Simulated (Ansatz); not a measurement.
`CO[SiH](C)[GeH3]` → `[CH3][GeH3]` + `CO[SiH]`  (silylene formation by 1,1-elimination)

Gas-phase electronic energies from Ansatz, PBE0-D4/def2-TZVP geometries. CCSD(T)/CBS adds triple-zeta CCSD(T) − MP2 to the extrapolated MP2 energy (def2 sets, frozen cores). DFT in def2-TZVPP. For Ge outer-core shells are correlated without core-valence functions, which leaves a few kJ/mol of doubt a bond. Scalar relativity is left out up to krypton. Each species was taken in one conformer, which may not be the lowest.

(1) Is it downhill or uphill in electronic energy at CCSD(T)/CBS, and by how much? (Best estimate.)

(2) What do these levels give: revPBE-D4, BLYP-D4, r2SCANh-D4, BHLYP-D4, ωB97M-V, PBE-QIDH, PBE, r2SCAN0, BHLYP, CAM-B3LYP, MP2/def2-TZVPP, HF/def2-QZVPP? (Estimate.)

Largest T1 diagnostic among the species: 0.015.

Results:

(1) The calculation gave: Uphill: ΔE = +50.1 kcal/mol.

(2) The calculation gave: revPBE-D4 49.6, BLYP-D4 45.5, r2SCANh-D4 55.1, BHLYP-D4 51.8, ωB97M-V 48.2, PBE-QIDH 53.5, PBE 48.0, r2SCAN0 54.8, BHLYP 48.0, CAM-B3LYP 47.2, MP2/def2-TZVPP 51.1, HF/def2-QZVPP 45.2 kcal/mol.

At CCSD(T), def2-SVP lies −5.4 kcal/mol from the extrapolated value and def2-TZVPP −2.1 kcal/mol. In def2-TZVPP, CCSD(T) changes the Hartree–Fock value by +2.8 kcal/mol (the triples alone add +0.5 kcal/mol) and MP2 by +5.8 kcal/mol. From r2SCAN to r2SCAN0 (25 % exact exchange), in def2-TZVPP and without D4, ΔE moves by +1.0 kcal/mol.
